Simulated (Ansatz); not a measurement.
## Cost against result

Saddle point of ZnSiH₅Cl, closed shell (ZnSiH₃Cl ([SiH3][Zn][Cl]) + H₂ → SiH₄ + HCl + Zn; bonds formed: Si2–H4, Cl3–H5; bonds broken: Zn1–Si2, Zn1–Cl3, H4–H5), PBE0-D4/def2-TZVP structure:

```xyz
8
angstrom
Zn -0.3524 -1.2569 -1.4317
Si 0.8025 -0.1800 0.6504
Cl -2.2139 0.4625 -1.7569
H -0.4053 0.8132 -0.0530
H -1.1948 0.8214 -0.6506
H -0.0641 -0.6217 1.7715
H 1.4927 1.1090 0.9400
H 1.9353 -1.1477 0.5303
```

Barriers are electronic and count from the start structure reached by relaxing down the imaginary mode.

Computed with Ansatz 0.2.0 (basis: as named in each row); correlated methods freeze the cores. The 3s and 3p shells of Cu and Zn are frozen; filled d shells are correlated. B3LYP uses VWN-RPA correlation. Extrapolation: Hartree–Fock as exp(−7.88 √X), correlation as X^−2.97.

Times are rough, for one single point on 4 threads of a shared host (Intel Xeon).

The estimate by CCSD(T) at an estimated basis limit (MP2 extrapolated from triple and quadruple zeta, plus CCSD(T) − MP2 in triple zeta) is 70.08 kcal/mol.

| method | basis | time (s) | barrier (kcal/mol) | method less estimate |
| --- | --- | --- | --- | --- |
| SPW92 | def2-SVP | 1 | 50.19 | -19.89 |
| PBE-D4 | def2-SVP | 1 | 55.80 | -14.29 |
| B3LYP-D4 | 6-31G | 2 | 73.97 | 3.89 |
| PBE0-D4 | def2-SVP | 2 | 63.34 | -6.74 |
| SPW92 | def2-TZVPP | 2 | 49.17 | -20.91 |
| HF | STO-3G | 3 | 65.23 | -4.85 |
| PBE-D4 | def2-TZVPP | 4 | 54.94 | -15.15 |
| BLYP-D4 | def2-TZVPP | 4 | 56.31 | -13.77 |
| CCSD(T) | def2-SVP | 6 | 72.60 | 2.52 |
| B3LYP-D4 | def2-TZVPP | 6 | 62.34 | -7.74 |
| BHLYP-D4 | def2-TZVPP | 6 | 71.43 | 1.34 |
| PBE0-D4 | def2-TZVPP | 6 | 62.58 | -7.50 |
| r2SCAN-D4 | def2-TZVPP | 7 | 62.32 | -7.76 |
| CAM-B3LYP-D4 | def2-TZVPP | 7 | 68.99 | -1.10 |
| wB97M-V | def2-SVP | 8 | 69.74 | -0.34 |
| RPA on PBE | def2-TZVPP | 8 | 67.11 | -2.97 |
| r2SCAN0-D4 | def2-TZVPP | 9 | 67.02 | -3.06 |
| B2PLYP | def2-TZVPP | 11 | 67.68 | -2.40 |
| B97M-V | def2-TZVPP | 12 | 61.30 | -8.78 |
| wB97X-V | def2-TZVPP | 13 | 73.59 | 3.51 |
| PBE-QIDH | def2-TZVPP | 13 | 70.54 | 0.45 |
| wB97M-V | def2-TZVPP | 14 | 69.86 | -0.22 |
| PBE-D4 | STO-3G | 17 | 95.31 | 25.23 |
| MP2 | def2-QZVPP | 41 | 71.68 | 1.59 |
| CCSD(T) | def2-TZVPP | 100 | 69.98 | -0.10 |

All methods are single points on the PBE0-D4 structures.

The T1 diagnostic stays at or below 0.016. The restricted Hartree–Fock reference is unstable towards an unrestricted one at one or more of these structures.

Labels in which every atom is bracketed show which atoms are joined, not bond orders.
